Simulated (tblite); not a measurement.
Compound: C7H7OSe (charge -1).
SMILES with atom numbers: `[OH:1][CH2:2][c:3]1[cH:4][cH:5][cH:6][c:7]([Se-:8])[cH:9]1` (hydrogens: H10 on O1; H11, H12 on C2; H13 on C4; H14 on C5; H15 on C6; H16 on C9)
Bond orders are those of one Lewis drawing.

Computed with GFN2-xTB (tblite), gas phase: L-BFGS steps from a force-field or distance-geometry start until the largest atomic force falls under 0.01 eV/Å.

Step 72: E = -708.4099 eV
```
atom  x, y, z in Å  |  force x, y, z in eV/Å
O1     -2.8069    0.1286   -0.4749   -0.019   0.014  -0.021
C2     -1.9374   -0.7941    0.1704   -0.016   0.007   0.019
C3     -0.5124   -0.3069    0.1760   -0.003   0.016   0.004
C4     -0.2358    0.9503    0.7056    0.004   0.003   0.018
C5      1.0494    1.4597    0.6312    0.000   0.010  -0.029
C6      2.0531    0.7380    0.0182    0.003  -0.003   0.003
C7      1.7940   -0.5305   -0.4944   -0.005   0.006  -0.003
Se8     3.1498   -1.5232   -1.3315    0.015  -0.003   0.007
C9      0.5035   -1.0454   -0.4015   -0.011   0.014  -0.008
H10    -2.3099    0.5195   -1.2031   -0.027  -0.029  -0.004
H11    -2.3272   -0.8922    1.1903    0.016  -0.040  -0.003
H12    -2.0084   -1.7728   -0.3283    0.033   0.007   0.021
H13    -1.0339    1.5222    1.1610    0.008   0.013   0.007
H14     1.2611    2.4381    1.0474    0.016  -0.001  -0.025
H15     3.0478    1.1494   -0.0800    0.001  -0.027   0.047
H16     0.3055   -2.0318   -0.7975   -0.014   0.014  -0.034
```

Step 73: E = -708.4105 eV
```
atom  x, y, z in Å  |  force x, y, z in eV/Å
O1     -2.8062    0.1266   -0.4757   -0.092  -0.004   0.042
C2     -1.9359   -0.7931    0.1716   -0.007   0.007   0.015
C3     -0.5116   -0.3058    0.1775   -0.003   0.032   0.010
C4     -0.2349    0.9511    0.7068    0.004   0.017   0.022
C5      1.0502    1.4611    0.6309   -0.001   0.000  -0.020
C6      2.0542    0.7367    0.0204    0.000   0.014  -0.002
C7      1.7941   -0.5313   -0.4938    0.005   0.018  -0.003
Se8     3.1475   -1.5263   -1.3327    0.015   0.004   0.012
C9      0.5028   -1.0437   -0.4025   -0.012   0.014  -0.001
H10    -2.3157    0.5168   -1.2064    0.033  -0.012  -0.055
H11    -2.3289   -0.8937    1.1901    0.026  -0.025  -0.002
H12    -2.0010   -1.7712   -0.3262    0.010  -0.029  -0.001
H13    -1.0359    1.5201    1.1613    0.026   0.027   0.009
H14     1.2629    2.4405    1.0455    0.011  -0.017  -0.029
H15     3.0492    1.1487   -0.0769   -0.007  -0.038   0.045
H16     0.3015   -2.0277   -0.8010   -0.007  -0.009  -0.041
```

**Question.** Estimate the geometry and energy of step 74. (The exact step hangs on the optimiser's Hessian estimate; all steps are aligned on step 73, rigid shifts and turns removed.)

**Answer.** E = -708.4111 eV, largest force 0.060 eV/Å
```
atom  x, y, z in Å  |  force x, y, z in eV/Å
O1     -2.8068    0.1298   -0.4704   -0.058   0.001   0.014
C2     -1.9350   -0.7926    0.1714   -0.009  -0.002   0.009
C3     -0.5111   -0.3043    0.1799   -0.003   0.030   0.005
C4     -0.2342    0.9526    0.7082    0.001   0.022   0.013
C5      1.0508    1.4628    0.6294    0.000  -0.005  -0.006
C6      2.0547    0.7362    0.0212    0.002   0.017  -0.004
C7      1.7942   -0.5321   -0.4922    0.005   0.016  -0.005
Se8     3.1456   -1.5294   -1.3323    0.013   0.010   0.017
C9      0.5024   -1.0430   -0.4006   -0.011   0.016   0.000
H10    -2.3211    0.5144   -1.2087    0.007  -0.032  -0.011
H11    -2.3288   -0.9037    1.1884    0.026  -0.007  -0.005
H12    -1.9952   -1.7676   -0.3329   -0.005  -0.031  -0.008
H13    -1.0362    1.5214    1.1611    0.032   0.034   0.011
H14     1.2643    2.4430    1.0417    0.008  -0.020  -0.029
H15     3.0498    1.1477   -0.0754   -0.004  -0.038   0.040
H16     0.2989   -2.0262   -0.7997   -0.002  -0.013  -0.042
```

The energy changes by -0.0005 eV. The first-order estimate −F·Δx gives -0.0007 eV and the mean of the old and new forces, exact on a quadratic surface, -0.0005 eV. The step makes an angle of 77° with the force vector and moves no atom by more than 0.010 Å.

The cost below is that of the whole relaxation. The run took 1.9 s on Arm Neoverse N1, one thread, on a shared host.
